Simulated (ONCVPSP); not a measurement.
# PBEsol ONCV dataset for B (Z = 5), non-relativistic all-electron reference.

```json
{"Element": "boron (B)", "Generator": "ONCVPSP 4.0.1", "Type": "optimised norm-conserving Vanderbilt (ONCV)", "Functional": "PBEsol", "Relativity": "non-relativistic", "Frozen core": "[He]", "Valence charge": "3", "Reference configuration": "2s1.75 2p1.25", "Partial waves": "2s: rc 1.30 bohr, ncon 4, nbas 9, qcut 5.2 1/bohr, 2 projectors, debl 2 Ha; 2p: rc 2.80 bohr, ncon 4, nbas 7, qcut 4.3 1/bohr, 2 projectors, debl 4 Ha; d scattering state at 0.39 Ha: rc 2.25 bohr, ncon 4, nbas 8, qcut 4.5 1/bohr, 2 projectors, debl 3.5 Ha", "Local potential": "polynomial inside 1.20 bohr (lpopt 5, dvloc0 0 Ha)", "Core correction": "none"}
```

All-electron outer shells of the reference configuration (PBEsol, non-relativistic, ld1.x):

| shell | level (eV) | outermost node (bohr) | outermost maximum (bohr) |
| --- | --- | --- | --- |
| 1s | -179.80 | – | 0.21 |
| 2s | -9.49 | 0.46 | 1.52 |
| 2p | -3.68 | – | 1.57 |

**Question.** Estimate the cutoffs (Ha) at which the residual kinetic energy of the hardest occupied pseudo-wave falls to 1 and 0.1 mHa per electron.

**Answer.** 11 Ha and 25 Ha.

**Question.** What does a ghost test show?

**Answer.** No bound ghost flagged; no localised positive-energy state flagged.

**Question.** Which valence shell sets the plane-wave cutoff?

**Answer.** 2s: 11 Ha for 1 mHa per electron, against 7 Ha for 2p.

**Question.** Tests: 2s2 2p1; 2s2 2p0; 2s1 2p0; 2s1 2p1. Which has the largest error in its energy relative to the reference configuration, and how large is it?

**Answer.** 2s1 2p0, with +280 meV (all-electron minus pseudo) on +31.95 eV.
